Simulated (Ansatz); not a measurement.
Basis sets compared for P7S2⁺. Charge 1, multiplicity 1. Geometry PBE-D4/def2-SVP. Ansatz on 4 threads of Arm Neoverse V1 on a shared host; times are rough, and most runs start from earlier orbitals.

Cartesian coordinates in Å:
```
P -1.878 -0.564 -1.483
P 1.386 -0.881 -0.546
P 0.912 1.316 1.735
P -2.075 -0.219 0.754
P 2.472 1.101 0.206
P -0.053 -1.117 1.248
P -1.606 -2.242 -0.042
S 0.735 2.430 0.001
S 0.108 0.176 -1.873
```

The restricted singlet is unstable towards broken spin symmetry in Hartree–Fock (as tested in another run); at PBE-D4/def2-SVP, PBE-D4/def2-TZVP, PBE0-D4/def2-SVP, PBE0-D4/def2-TZVP this wasn't settled. Another isomer (singlet) lies 0.48 eV lower at PBE0-D4/def2-TZVP; other spin states weren't run for this one.

| level | functions | energy (Eh) | HOMO (eV) | LUMO (eV) | wall time |
| --- | --- | --- | --- | --- | --- |
| PBE-D4/def2-SVP | 162 | -3183.3307 | -10.63 | -8.81 | 2.7 s |
| PBE0-D4/def2-SVP | 162 | -3183.5478 | -11.60 | -8.42 | 4.7 s |

Estimate the rows for PBE-D4/def2-TZVP (with forces), PBE0-D4/def2-TZVP.


```csv
level,functions,energy (Eh),HOMO (eV),LUMO (eV),wall time
PBE-D4/def2-TZVP (with forces),333,-3184.4608,-10.39,-8.56,8.5 s
PBE0-D4/def2-TZVP,333,-3184.6736,-11.30,-8.11,25 s
```
